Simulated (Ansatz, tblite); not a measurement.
Cost and result up the ladder for PbMe4 (C₄H₁₂Pb) (17 atoms). The state is a singlet with charge 0. Geometry: B3LYP-D4/def2-SVP.

```xyz
17

Pb    0.000    0.000    0.000
C    -0.454    1.981   -1.010
H    -1.526    2.202   -0.911
H    -0.187    1.916   -2.074
H     0.133    2.776   -0.530
C     2.188   -0.522   -0.306
H     2.426   -1.433    0.259
H     2.813    0.309    0.052
H     2.375   -0.690   -1.375
C    -1.299   -1.626   -0.906
H    -1.005   -2.600   -0.490
H    -1.164   -1.633   -1.996
H    -2.352   -1.425   -0.665
C    -0.434    0.167    2.221
H    -1.466    0.517    2.365
H     0.265    0.882    2.676
H    -0.311   -0.819    2.691
```

Ansatz on 4 threads of Intel Xeon on a shared host; xTB runs through tblite on one thread. Times are rough, summed over both states, and most runs start from the orbitals of an earlier one. No level here is sound enough to serve as a yardstick. The other state is a triplet.

In the def2 sets Pb takes a core potential; there is no spin–orbit coupling. The xTB rows come from tblite. HOMO above LUMO, or a gap near zero within one spin, warns that the state may not be the lowest or that an electron is smeared out.

xTB has no spin-polarisation term.

```tsv
level	functions	wall time	vertical triplet (eV)	remarks
GFN2-xTB	32	0.013 s	3.64	–
GFN1-xTB	44	0.023 s	4.50	–
PBE-D4/def2-TZVP (with forces)	246	11 s	4.79	gap within one spin near zero (triplet)
r2SCAN-D4/def2-TZVP	246	25 s	4.96	gap within one spin near zero (triplet)
```
